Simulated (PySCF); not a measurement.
**How methods differ on the ionisation energy of Nd³⁺**

Nd³⁺ [Xe] 4f3 [4f5/2^3, M_J = 9/2] → Nd⁴⁺ [Xe] 4f2 [4f5/2^2, M_J = 4], as a difference of total energies. Computed with PySCF 2.14 in x2c-TZVPPall-2c (11s11p10d4f2g, 140 functions), with the two-component X2C-1e Hamiltonian. Correlated levels: [Ar] 3d10 frozen; the 18 highest virtual spinors dropped. "Screened" scales the spin-orbit matrix elements by Boettger's factors to mimic the two-electron term; Breit and QED terms are absent.

| method | ionisation energy (eV) | difference from reference (eV) |
| --- | --- | --- |
| GHF (spin-free) | 38.890 | -1.710 |
| GMP2 (spin-free) | 39.975 | -0.625 |
| GHF (screened spin-orbit) | 38.853 | -1.747 |
| GMP2 (screened spin-orbit) | 39.944 | -0.656 |

Reference: 40.6 ± 0.04 eV (semi-empirical (NIST evaluation); NIST Atomic Spectra Database, ionization energies).

The spin-free rows relax to the high-spin LS determinant and lack the spin-orbit shift.

The labels give the starting determinants; with spin-orbit coupling the two ends relaxed to ⟨J²⟩ = 26.79, ⟨L²⟩ = 41.72, ⟨S²⟩ = 3.72 and ⟨J²⟩ = 20.78, ⟨L²⟩ = 29.64, ⟨S²⟩ = 1.97.

The determinant of Nd³⁺ and of Nd⁴⁺ mixes levels of different J (the jj label is only the starting occupation), so the difference between spin-free and spin-orbit rows is not the physical spin-orbit shift.
